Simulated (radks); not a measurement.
Values are calculated unless marked as measured or tabulated.
Pb V, 78 electrons, occupied as [Xe] 4f14 5d10. Level of theory: non-relativistic Kohn-Sham, PBE, spin-polarised, spherical densities, point nucleus; relativity is left out, which matters for an element this heavy (a radial shooting solver on a logarithmic mesh with Libxc functionals).

Unscreened Slater integrals over Kohn-Sham orbitals (eV). They are taken over the spin-up orbitals.

integral    value
F0(5d,5d)  19.697
F2(5d,5d)  10.384
F4(5d,5d)  6.9653
F0(5d,5p)  21.529
F2(5d,5p)  11.164
G1(5d,5p)  13.952
G3(5d,5p)  8.7091
F0(5d,5s)  22.071
G2(5d,5s)  10.403
F0(5d,4f)  25.309
F2(5d,4f)  6.0908
F4(5d,4f)  2.8443
G1(5d,4f)  1.7771
G3(5d,4f)  1.7843
G5(5d,4f)  1.4614
F0(5p,5p)  24.072
F2(5p,5p)  13.025
F0(5p,5s)  24.872
G1(5p,5s)  17.259
F0(5p,4f)  29.959
F2(5p,4f)  8.7108
G2(5p,4f)  2.7751
G4(5p,4f)  2.4812
F0(5s,5s)  25.774
F0(5s,4f)  31.692
G3(5s,4f)  3.0752
F0(4f,4f)  55.856
F2(4f,4f)  28.239
F4(4f,4f)  18.098
F6(4f,4f)  13.135
